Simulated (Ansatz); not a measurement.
Species: H6Si4, SMILES `[SiH3][SiH]1[SiH]=[SiH]1` (charge 0, multiplicity 1).

Question: Give a relaxed geometry from Ansatz (a program for electronic structure) with PBE0-D3(BJ)/def2-TZVP.

Answer: the end point of this relaxation (outside a Z-matrix the atoms follow the SMILES, hydrogens last).
Bonds (Å): Si1–Si2 2.338, Si1–H5 1.490, Si1–H6 1.490, Si1–H7 1.487, Si2–Si3 2.296, Si2–Si4 2.296, Si2–H8 1.496, Si3–Si4 2.100, Si3–H9 1.487, Si4–H10 1.487. Angles (°): Si2–Si1–H5 111.1, Si2–Si1–H6 111.1, Si2–Si1–H7 109.1, H5–Si1–H6 107.9, H5–Si1–H7 108.8, H6–Si1–H7 108.8, Si1–Si2–Si3 121.3, Si1–Si2–Si4 121.3, Si1–Si2–H8 109.7, Si3–Si2–Si4 54.4, Si3–Si2–H8 120.3, Si4–Si2–H8 120.3, Si2–Si3–Si4 62.8, Si2–Si3–H9 146.7, Si4–Si3–H9 150.5, Si2–Si4–Si3 62.8, Si2–Si4–H10 146.7, Si3–Si4–H10 150.5.
